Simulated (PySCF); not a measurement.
InSe: frontier orbitals

PBE0 at R = 2.662 Å; In def2-SVP with ECP28, Se def2-SVP; scalar-relativistic core potentials (PySCF 2.14). State: ²Π (doublet), unpaired electrons π ↑. Only the outer orbitals are listed, counted within each symmetry, core potentials removing the inner ones.

```
spin  orbital  occ.  ε (eV)  on In (%)            main shells (%)
   α      10σ     1  -17.96          6                    93 Se s
   α      11σ     1   -9.95         72           71 In s, 25 Se p
   α       6π     1   -7.74          5                    95 Se p
   α       6π     1   -6.60          8                    92 Se p
   α      12σ     1   -6.33         46  54 Se p, 24 In s, 21 In p
   α       7π     0   -1.83         96                    96 In p
   α       7π     0   -1.65         93                    93 In p
   α      13σ     0    0.19         93           89 In p, 12 Se p
   β      10σ     1  -16.80          7                    92 Se s
   β      11σ     1   -9.81         75           74 In s, 21 Se p
   β       6π     1   -6.21         10            90 Se p, 9 In p
   β      12σ     1   -6.10         44  55 Se p, 24 In p, 19 In s
   β       6π     0   -3.96         20           80 Se p, 19 In p
   β       7π     0   -1.64         91            91 In p, 8 Se p
   β       7π     0   -1.50         81           81 In p, 18 Se p
```

Q: Which are the highest filled and the lowest empty level, where do they sit, and how wide is the gap?

A: Highest filled β 12σ at -6.10 eV (in %: 55 Se p, 24 In p, 19 In s); lowest empty β 6π at -3.96 eV (in %: 80 Se p, 19 In p); the gap at PBE0 is 2.14 eV.

```json
{
  "bond order (Mayer)": "1.10",
  "⟨S²⟩": "0.754",
  "charge on In (Mulliken, basis-dependent)": "0.32",
  "charge on In (Löwdin, basis-dependent)": "0.14",
  "dipole moment (positive dipole means In(−)Se(+))": "-2.62 D",
  "polarisability along the bond": "98.2 bohr³",
  "polarisability across the bond": "49.3 bohr³"
}
```

Spin–orbit coupling is left out. The state is the lowest determinant that a PBE0 search found; another state may lie lower at other levels.
